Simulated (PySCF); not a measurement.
**Radial density of Ho²⁺ (holmium, charge +2)**

BLYP, [Xe] 4f11, one real determinant. Calculation: PySCF 2.14, in ANO-RCC-VTZP (8s7p5d3f2g1h, 104 functions); the spin-free X2C one-electron Hamiltonian (Gaussian nucleus).

```json
{"r (bohr)": "0.0196", "4πr²ρ (e/bohr)": "84.71", "4πr²(ρα − ρβ)": "0.0017"}
{"r (bohr)": "0.0330", "4πr²ρ (e/bohr)": "82.71", "4πr²(ρα − ρβ)": "0.0042"}
{"r (bohr)": "0.0556", "4πr²ρ (e/bohr)": "117.0", "4πr²(ρα − ρβ)": "0.0063"}
{"r (bohr)": "0.0935", "4πr²ρ (e/bohr)": "99.17", "4πr²(ρα − ρβ)": "0.0214"}
{"r (bohr)": "0.157", "4πr²ρ (e/bohr)": "103.4", "4πr²(ρα − ρβ)": "0.2588"}
{"r (bohr)": "0.264", "4πr²ρ (e/bohr)": "67.67", "4πr²(ρα − ρβ)": "1.5128"}
{"r (bohr)": "0.445", "4πr²ρ (e/bohr)": "56.01", "4πr²(ρα − ρβ)": "3.6639"}
{"r (bohr)": "0.748", "4πr²ρ (e/bohr)": "30.94", "4πr²(ρα − ρβ)": "2.9979"}
{"r (bohr)": "1.26", "4πr²ρ (e/bohr)": "11.75", "4πr²(ρα − ρβ)": "0.9799"}
{"r (bohr)": "2.12", "4πr²ρ (e/bohr)": "2.667", "4πr²(ρα − ρβ)": "0.0994"}
{"r (bohr)": "3.56", "4πr²ρ (e/bohr)": "0.09057", "4πr²(ρα − ρβ)": "0.0030"}
{"r (bohr)": "5.99", "4πr²ρ (e/bohr)": "0.0006201", "4πr²(ρα − ρβ)": "0.0000"}
{"r (bohr)": "10.1", "4πr²ρ (e/bohr)": "1.191e-05", "4πr²(ρα − ρβ)": "0.0000"}
```

Densities and radii are taken from the X2C orbitals without a picture-change correction, which distorts them close to the nucleus.

⟨L²⟩ = 34.01 against 42 for a pure I term, so this real determinant mixes terms. Spin-orbit coupling, absent here, splits the open shell strongly.
